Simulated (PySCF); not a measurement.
Cost of excited-state runs on SMILES C=C(C(C)=O)C(F)(Cl)Cl, C₅H₅Cl₂FO

Molfile (atoms numbered from 1):
```
C5H5Cl2FO
     RDKit          3D

 14 13  0  0  0  0  0  0  0  0999 V2000
   -0.8154    1.8543    0.1384 C   0  0  0  0  0  0  0  0  0  0  0  0
   -0.3766    0.6076   -0.0341 C   0  0  0  0  0  0  0  0  0  0  0  0
    1.0596    0.3107    0.3202 C   0  0  0  0  0  0  0  0  0  0  0  0
    1.5135   -1.1153    0.3627 C   0  0  0  0  0  0  0  0  0  0  0  0
    1.7973    1.2289    0.5802 O   0  0  0  0  0  0  0  0  0  0  0  0
   -1.3008   -0.4393   -0.5787 C   0  0  0  0  0  0  0  0  0  0  0  0
   -2.5122    0.0841   -0.8724 F   0  0  0  0  0  0  0  0  0  0  0  0
   -0.6823   -1.1347   -2.1101 Cl  0  0  0  0  0  0  0  0  0  0  0  0
   -1.6087   -1.7531    0.5960 Cl  0  0  0  0  0  0  0  0  0  0  0  0
   -1.8209    2.1629   -0.0873 H   0  0  0  0  0  0  0  0  0  0  0  0
   -0.1331    2.5958    0.5206 H   0  0  0  0  0  0  0  0  0  0  0  0
    1.3167   -1.6180   -0.5797 H   0  0  0  0  0  0  0  0  0  0  0  0
    2.5799   -1.1361    0.5744 H   0  0  0  0  0  0  0  0  0  0  0  0
    0.9822   -1.6483    1.1477 H   0  0  0  0  0  0  0  0  0  0  0  0
  1  2  2  0
  2  3  1  0
  3  4  1  0
  3  5  2  0
  2  6  1  0
  6  7  1  0
  6  8  1  0
  6  9  1  0
  1 10  1  0
  1 11  1  0
  4 12  1  0
  4 13  1  0
  4 14  1  0
M  END
```

PySCF with density fitting, on 1 thread of an Arm Neoverse V2, shared host. Command: `OMP_NUM_THREADS=1 python excited_run.py task.json out`

How long does each of these runs take, and how much memory?
- magnetisability and related constants, BHandHLYP/pcSseg-1; usual settings
- magnetisability and related constants, X3LYP/MINI; usual settings


```csv
run,level,basis functions,wall time,peak memory (GiB)
magnetisability and related constants,BHandHLYP/pcSseg-1,192,44 s,0.91
magnetisability and related constants,X3LYP/MINI,58,10 s,0.57
```
Times from a shared host are rough.
